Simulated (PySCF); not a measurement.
**Ga: ionisation energy**

Ga [Ar] 3d10 4s2 4p1 (2P) → Ga⁺ [Ar] 3d10 4s2 (1S), as a difference of total energies. Calculation: PySCF 2.14, in 6-31G* (5s4p3d, 32 functions); no relativity, point nucleus. Correlated levels: valence: [Ar] 3d10 frozen. The calculations carry no spin-orbit coupling.

| method | ionisation energy (eV) | difference from reference (eV) |
| --- | --- | --- |
| UHF | 5.570 | -0.361 |
| PBE0 | 6.079 | +0.148 |
| LDA | 6.144 | +0.213 |
| MP2 (valence) | 5.702 | -0.229 |
| SCS-MP2 (valence) | 5.684 | -0.247 |
| CCSD (valence) | 5.762 | -0.169 |
| CCSD(T) (valence) | 5.775 | -0.156 |

Reference: 5.931 eV (measured; NIST levels, between the centres of gravity of the two terms).

These non-relativistic numbers lack the scalar-relativistic shift.

Errors of the correlated levels include the incompleteness of this basis and the frozen core.
